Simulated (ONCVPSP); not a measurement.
## Configuration tests for tungsten (W) (ONCV)

ONCVPSP 4.0.1 input, shortened (lines: element, Z, core and valence counts, functional; n l f; lmax; l rc ep ncon nbas qcut; lloc lpopt rc5 dvloc0; l nproj debl; icmod fcfact rcfact), LDA (Perdew-Zunger), scalar-relativistic:

```
  W 74.00   10    5        3      upf
    1    0    2.00
    2    0    2.00
    2    1    6.00
    3    0    2.00
    3    1    6.00
    3    2   10.00
    4    0    2.00
    4    1    6.00
    4    2   10.00
    4    3   14.00
    5    0    2.00
    5    1    6.00
    5    2    4.00
    6    0    1.75
    6    1    0.25
    2
    0    1.75    0.00    4    7    9.00
    1    2.50    0.00    4    9    5.40
    2    2.50    0.00    4    8    7.30
    4    2    1.65    0.00
    0    2    0.70
    1    2    0.50
    2    3    2.60
    1    0.20    0.00
```

Energies are relative to the spin-unpolarised reference configuration 5s2 5p6 5d4 6s1.75 6p0.25; without spin polarisation the order of configurations can differ from experiment.

**Question.** Give the all-electron excitation energy and the error of the potential for: 5s2 5p6 5d4 6s2 6p0; 5s2 5p6 5d4 6s1 6p0; 5s2 5p6 5d4 6s0 6p0; 5s1 5p6 5d4 6s2 6p0.

**Answer.**

```
valence configuration  charge  ΔE all-electron (eV)  error AE − PS (meV)
  5s2 5p6 5d4 6s2 6p0       0                -1.117                 +0.3
  5s2 5p6 5d4 6s1 6p0      +1                 8.016                 -3.1
  5s2 5p6 5d4 6s0 6p0      +2                24.043                  -11
  5s1 5p6 5d4 6s2 6p0      +1                84.578                 -294
```
